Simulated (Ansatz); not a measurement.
Coupled-cluster diagnostics for the cluster K₅H₆⁻, Ansatz.

Geometry of the singlet (PBE-D4/def2-SVPD):

```xyz
11

K    -2.931   -2.078    2.802
K     1.308    0.449   -1.893
K    -1.222   -2.345   -0.793
K     3.144    3.540   -1.160
K    -0.176    0.726    1.240
H    -2.896   -3.540    0.804
H    -1.730    0.010    3.230
H    -1.313    0.188   -1.409
H     1.547    2.513    0.357
H     3.123    2.054   -3.103
H     1.147   -1.518   -0.077
```

Correlated methods freeze 25 core orbitals; core or outer-core shells of K are correlated, in sets that lack core-valence functions. Another isomer (singlet) lies 0.53 eV lower at PBE0-D4/def2-TZVPD; other spin states weren't run for this one.

(1) Estimate the CCSD(T) correlation energy, the shares of MP2 and (T), T1 and the reference's ⟨S²⟩ for: charge -1, singlet, own geometry in def2-SVPD; and the rough time on 4 threads of Arm Neoverse V1 on a shared host.

Answers

(1) 
```csv
state,basis,correlation (eV),MP2 share (%),(T) share (%),T1,⟨S²⟩ (pure),wall time
"charge -1, singlet, own geometry",def2-SVPD,-12.944,83.6,1.0,0.009,0.00 (0.00),1.8 min
```
Customary marks for T1 are 0.02 (closed shells), 0.045 (open shells) and about 0.05 (3d metals). T1 stays under 0.02 throughout.
